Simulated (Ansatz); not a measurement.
Al5Ru2⁻, relaxed as a singlet with RKS PBE-D4/def2-SVPD in Ansatz, starting from the GFN1-xTB geometry. Force threshold 0.02 eV/Å.

In the def2 sets Ru takes a core potential; there is no spin–orbit coupling. The structure comes from a short search, and lower isomers may exist.

Start:

```csv
atom,x (Å),y (Å),z (Å)
Ru1,0.692,0.729,-1.640
Ru2,-0.658,-0.499,2.180
Al3,-1.617,1.707,-1.659
Al4,2.797,-0.228,-0.678
Al5,-2.368,0.577,0.676
Al6,-0.491,-1.120,-0.327
Al7,1.646,-1.166,1.449
```

```json
{"step": "1", "energy (eV)": "-38124.3036", "largest force component (eV/Å)": "1.917", "SCF passes": "68"}
{"step": "2", "energy (eV)": "-38125.2606", "largest force component (eV/Å)": "0.514", "SCF passes": "54"}
{"step": "3", "energy (eV)": "-38125.5411", "largest force component (eV/Å)": "0.448", "SCF passes": "61"}
{"step": "4", "energy (eV)": "-38125.8224", "largest force component (eV/Å)": "0.523", "SCF passes": "62"}
{"step": "5", "energy (eV)": "-38126.1319", "largest force component (eV/Å)": "0.528", "SCF passes": "46"}
{"step": "6", "energy (eV)": "-38126.3848", "largest force component (eV/Å)": "0.399", "SCF passes": "35"}
{"step": "7", "energy (eV)": "-38126.5491", "largest force component (eV/Å)": "0.412", "SCF passes": "46"}
{"step": "8", "energy (eV)": "-38126.6921", "largest force component (eV/Å)": "0.423", "SCF passes": "48"}
{"step": "9", "energy (eV)": "-38126.8608", "largest force component (eV/Å)": "0.608", "SCF passes": "53"}
{"step": "10", "energy (eV)": "-38127.0353", "largest force component (eV/Å)": "0.408", "SCF passes": "48"}
{"step": "11", "energy (eV)": "-38127.1939", "largest force component (eV/Å)": "0.501", "SCF passes": "42"}
{"step": "12", "energy (eV)": "-38127.3141", "largest force component (eV/Å)": "0.373", "SCF passes": "43"}
{"step": "13", "energy (eV)": "-38127.5069", "largest force component (eV/Å)": "0.425", "SCF passes": "41"}
{"step": "14", "energy (eV)": "-38127.7240", "largest force component (eV/Å)": "0.372", "SCF passes": "41"}
{"step": "15", "energy (eV)": "-38127.7653", "largest force component (eV/Å)": "0.882", "SCF passes": "42"}
{"step": "16", "energy (eV)": "-38127.8567", "largest force component (eV/Å)": "0.171", "SCF passes": "35"}
{"step": "17", "energy (eV)": "-38127.8957", "largest force component (eV/Å)": "0.158", "SCF passes": "34"}
{"step": "18", "energy (eV)": "-38127.9209", "largest force component (eV/Å)": "0.104", "SCF passes": "33"}
{"step": "19 (rejected)", "energy (eV)": "-38127.9124", "largest force component (eV/Å)": "0.551", "SCF passes": "37"}
{"step": "20", "energy (eV)": "-38127.9247", "largest force component (eV/Å)": "0.013", "SCF passes": "27"}
{"step": "21", "energy (eV)": "-38127.9261", "largest force component (eV/Å)": "0.030", "SCF passes": "27"}
{"step": "22 (rejected)", "energy (eV)": "-38127.9212", "largest force component (eV/Å)": "0.145", "SCF passes": "27"}
{"step": "23", "energy (eV)": "-38127.9267", "largest force component (eV/Å)": "0.007", "SCF passes": "27"}
```

Force components are those of the run's own axes.

End:

```csv
atom,x (Å),y (Å),z (Å)
Ru1,0.140,0.268,-0.805
Ru2,-1.068,-1.234,2.025
Al3,0.281,2.541,-1.328
Al4,2.255,0.041,-1.775
Al5,-2.008,0.199,0.424
Al6,-0.266,-2.044,-0.024
Al7,0.667,0.229,1.482
```

Bonds lost: Al3–Al5, Al4–Al7 (atoms count from 1). Bonds formed: Ru1–Ru2, Ru1–Al5, Ru1–Al7, Al5–Al7 (atoms count from 1). The end is the same structure that another start reached, the lowest one found.

The force fell under the threshold at step 20, but the optimiser went on and released 0.002 eV more. No frequencies were taken in this run, so the end may be a saddle point.

It took 2.3 min on 4 threads of Intel Xeon on a shared host.
